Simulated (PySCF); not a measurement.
A structure optimised at PBE0-D3(BJ)/def2-TZVP, used in a PySCF frequency run:

```xyz
2

Zn     0.0000     0.0000    -0.7430
Cl     0.0000     0.0000     1.3112
```
Charge +1, spin multiplicity 1.

Problem. Write its SMILES, formula and point group.

Solution. [Cl][Zn+], ClZn, C∞v

Problem. What are its rotational constants (standard atomic weights)?

Solution. 5.2102 GHz (linear rotor, B only)
